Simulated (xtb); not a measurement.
FH₂O₂STa, SMILES [OH][Ta]([OH])([F])=[S], multiplicity 1. All values are semi-empirical tight-binding results from xtb (GFN2-xTB unless named), good for trends rather than for accurate numbers. Geometry: GFN2-xTB. The multiplicity is an assumed one; other spin states were not compared. One conformer was computed; it need not be the lowest.

Optimised geometry:

```xyz
7

Ta     0.2230    -0.0890     0.0000
S     -2.0274     0.1161     0.0000
F      0.7113     1.8004     0.0000
O      0.5321    -0.6104    -1.7004
H      0.6217    -0.8969    -2.6110
O      0.5321    -0.6104     1.7004
H      0.6217    -0.8969     2.6110
```

For metal compounds this method's bond lengths and energies can be far off.

Computed properties:
```json
{
 "point_group_as_xtb_finds_it": "Cs",
 "orbital_gap": "2.04 eV",
 "zero_point_energy": "16.3 kcal/mol",
 "G − E(el) at 298.15 K (modified RRHO)": "-5.2 kcal/mol"
}
```

Question: Give the atomic charges and the Wiberg bond orders between heavy atoms. (An estimate is asked for; the answer gives what the named calculation found.)

Answer: charges (e) Ta1 1.16, S2 -0.31, F3 -0.39, O4 -0.57, H5 0.34, O6 -0.57, H7 0.34. Bond orders Ta1–S2 2.05, Ta1–F3 0.92, Ta1–O4 1.15, Ta1–O6 1.15.
